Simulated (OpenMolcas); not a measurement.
# Ni3+ in Cs2NaYF6: curves along the breathing mode

Ni3+ with its 6 nearest fluoride ions, on the Y site of Cs2NaYF6 (a = 9.075 Å, distance in the model lattice 2.178 Å). The rest of the host is ab initio model potentials to 7.6 Å, with orthogonalisation functions on the cations behind the ligands, and point charges beyond; the distance is set by hand and nothing relaxes. Ligand basis ANO-RCC-VDZP.

```json
{"Program": "OpenMolcas 26.06", "Method": "CASSCF", "Basis": "ANO-RCC-VDZP [5s4p2d1f]", "Scalar Hamiltonian": "DKH2, point nucleus", "Active space": "7 electrons in 5 orbitals (3d)", "State averaging": "2S+1 = 4 even, 10 roots; 2S+1 = 2 even, 40 roots", "Spin-orbit coupling": "state interaction with AMFI integrals over the reference wave functions"}
```

Spin-free energies (labels of O, the rotations of Oh) in cm-1 above the lowest fitted minimum, as all ligands move together:

```csv
R (Å),4T1,4T2,2E,4A2,2T2,2T1,4T1(2)
1.872,140,10410,11150,22410,20620,20780,27970
1.916,310,9420,12620,20180,20780,21070,27150
1.96,2200,10320,15630,20020,22640,23060,28210
2.004,5490,12770,19900,21560,25880,26440,30790
2.048,9940,16500,25200,24510,30270,30950,34640
2.092,15340,21280,31350,28620,35590,36400,39530
2.136,21540,26940,38210,33710,41690,42620,45280
```

Cubic fits give the following; the wavenumber is harmonic, with the mass of all moving ligands, small differences in it between states hang on the degree of the fit, a number in brackets counts states of one label, and the table is a selection of at most 14 states with clean curves.

```tsv
State	R0 (Å)	Breathing mode (cm-1)	Minimum (cm-1)
4T1	1.889	524	0
4T2	1.916	527	9450
4A2	1.942	528	19870
2T2	1.889	520	20480
2T1	1.886	523	20690
4T1(2)	1.912	528	27170
2T1(2)	1.891	521	26550
2A1	1.914	527	29370
2T2(2)	1.909	526	31270
2T1(3)	1.913	527	33930
2E(2)	1.914	526	36560
2T2(3)	1.919	524	40350
2T1(4)	1.925	520	41470
```

The minimum of 4T2 is shifted by +0.0272 Å against 4T1 (from the unrounded fits). With M = 114.0 u for the moving shell, the Huang-Rhys factor in this mode is S = M ω ΔR² / 2ħ = 0.01483 × 114.0 × 524 × 0.0272² = 0.66. Only the first shell moves, against a rigid host.

An orbital triplet at a regular site is open to Jahn-Teller coupling, which can distort the site and quench the lowest spin-orbit gaps and is left out. Without dynamic correlation the repulsion within the d shell is too large (B by tens of per cent), so at a given field states of lower spin stand too high. Ligand-to-metal charge-transfer states are missing. With no ligand orbital active B as a rule stays too high, so bands that hang on it stand too high and its fall with covalency is understated. With metal d orbitals alone and no dynamic correlation 10Dq can be off by a tenth to a fifth, either way, in oxide and fluoride hosts. This shell can be high or low spin here, a state of another spin lies low, and with metal d orbitals alone active their balance is uncertain, so the ground spin may be wrong (holds for R = 1.872; R = 1.916; R = 1.96; R = 2.004). CASSCF with metal d orbitals alone favours high spin, so a ground state of lower spin is not ruled out (holds for R = 2.048; R = 2.092; R = 2.136). No measured value stands beside these numbers.
